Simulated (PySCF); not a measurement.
# Ionisation energy of Hg⁺ by level of theory

Hg⁺ [Xe] 4f14 5d10 6s1 (2S) → Hg²⁺ [Xe] 4f14 5d10 (1S), as a difference of total energies. Computed with PySCF 2.14 in aug-cc-pVDZ-PP with ECP60MDF (5s5p4d2f, 54 functions), with a scalar-relativistic core potential. Correlated levels: valence: 5s2 5p6 frozen. The calculations carry no spin-orbit coupling.

| method | ionisation energy (eV) |
| --- | --- |
| UHF | 17.071 |
| LDA | 19.418 |
| PBE | 19.023 |
| PBE0 | 18.700 |
| r2SCAN0 | 18.684 |
| wB97M-V | 18.263 |
| TPSSh | 18.664 |
| MP2 (valence) | 18.493 |
| SCS-MP2 (valence) | 18.306 |

Task: Estimate what r2SCAN gives.

Result: 18.895 eV, closest to PBE among the rows shown.

Task: Estimate what CAM-B3LYP gives.

Result: 18.800 eV, closest to PBE0 among the rows shown.

Errors of the correlated levels include the incompleteness of this basis and the frozen core.

For comparison: 18.757 eV (measured; NIST Atomic Spectra Database, ionization energies).
